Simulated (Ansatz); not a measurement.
Harmonic frequencies (cm⁻¹) at PBE0-D4/def2-TZVP from Ansatz: 73, 153, 218, 268, 333, 408, 478, 567, 576, 615, 651, 689, 815, 876, 926, 949, 1050, 1067, 1170, 1280, 1388, 1446, 1580, 2211, 2234, 3034, 3596, 3689, 3723, 3812.

Each molecule was computed in one conformer, which needn't be the lowest.

Task: Which molecule is it?
A. `C[CH2][AlH][AlH2]`
B. `N[SiH2]C(O)O`
C. `N[SiH](O)CO`
D. `CO[SiH](N)O`

Result: B.
